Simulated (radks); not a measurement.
Results of a calculation; reference values are marked as such.
Species: Re. Configuration: [Xe] 4f14 5d5 6s1.5 7s0.5 (fractional occupations, a model configuration). Code: a radial shooting solver on a logarithmic mesh with Libxc functionals. Model: Dirac Kohn-Sham, LDA (Slater exchange, Perdew-Wang correlation), spin-unpolarised, spherical densities, finite nucleus; open shells fill j = l - 1/2 first; Fermi nuclear charge, rms radius 5.3698 fm.

Normalised radial functions P(r) = r R(r) (large component), r in bohr:

| r | 4f7/2 | 7s1/2 |
|---|---|---|
| 0.001317 | 0.0000 | 0.0071 |
| 0.001858 | 0.0000 | 0.0091 |
| 0.002621 | 0.0000 | 0.0113 |
| 0.003668 | 0.0000 | 0.0136 |
| 0.005173 | 0.0000 | 0.0157 |
| 0.007239 | 0.0000 | 0.0167 |
| 0.01021 | 0.0001 | 0.0157 |
| 0.0144 | 0.0003 | 0.0111 |
| 0.02016 | 0.0011 | 0.0021 |
| 0.02843 | 0.0038 | -0.0110 |
| 0.04011 | 0.0121 | -0.0232 |
| 0.05612 | 0.0354 | -0.0248 |
| 0.07917 | 0.0972 | -0.0067 |
| 0.1117 | 0.2367 | 0.0245 |
| 0.1563 | 0.4890 | 0.0363 |
| 0.2204 | 0.8575 | 0.0005 |
| 0.3084 | 1.2014 | -0.0485 |
| 0.4351 | 1.3274 | -0.0329 |
| 0.6137 | 1.1356 | 0.0484 |
| 0.8588 | 0.7616 | 0.0830 |
| 1.211 | 0.3859 | 0.0036 |
| 1.709 | 0.1429 | -0.1177 |
| 2.391 | 0.0376 | -0.1515 |
| 3.373 | 0.0059 | -0.0428 |
| 4.758 | 0.0005 | 0.1541 |
| 6.658 | 0.0000 | 0.3170 |
| 9.391 | 0.0000 | 0.3577 |
| 13.14 | 0.0000 | 0.2380 |
| 18.54 | 0.0000 | 0.0795 |
| 26.15 | 0.0000 | 0.0115 |

4f7/2: eigenvalue -43.090 eV, 0 radial nodes, <r> = 0.585 bohr, 90 % of the charge inside 0.963 bohr. 7s1/2: eigenvalue -1.031 eV, 6 radial nodes at r = 0.0214, 0.0856, 0.221, 0.506, 1.22, 3.66 bohr, <r> = 9.69 bohr, 90 % of the charge inside 14.1 bohr.
